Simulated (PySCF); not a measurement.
Isomers of C10H15B, from PBE0-D3(BJ)/def2-SVP geometry optimisation, gas phase (PySCF 2.14.0). One conformer each, no zero-point energy, no frequencies.

Task: Which isomer lies lower at this level?
A. `CB(C)C1=CC2(C=C1)CCC2`: A = 2347, B = 635.3, C = 545.5 MHz, dipole 1.27 D
B. `C#C[C@@H]1CC[C@H]2B[C@@H]1CCC2`: A = 1852, B = 958.8, C = 791.2 MHz, dipole 0.78 D

Result: A. That is `C1C2(CC1)C=C(B(C)C)C=C2`, 21.8 kcal/mol below the other.

```json
{"SMILES": "CB(C)C1=CC2(C=C1)CCC2", "mapped SMILES": "[CH3:1][B:2]([CH3:3])[C:4]1=[CH:5][C:6]2([CH:7]=[CH:8]1)[CH2:9][CH2:10][CH2:11]2", "E (Eh)": "-414.12519", "relative (kcal/mol)": "0.0", "relative (kJ/mol)": "0.0", "dipole (D)": "1.27"}
{"SMILES": "C#C[C@@H]1CC[C@H]2B[C@@H]1CCC2", "mapped SMILES": "[CH:1]#[C:2][C@@H:3]1[CH2:4][CH2:5][C@H:6]2[BH:7][C@@H:8]1[CH2:9][CH2:10][CH2:11]2", "E (Eh)": "-414.09045", "relative (kcal/mol)": "21.8", "relative (kJ/mol)": "91.2", "dipole (D)": "0.78"}
```

As drawn, the lower has a four-membered ring, a C=C bond outside aromatic rings and a quaternary carbon, which the higher lacks; the higher has a C≡C bond, which the lower lacks.
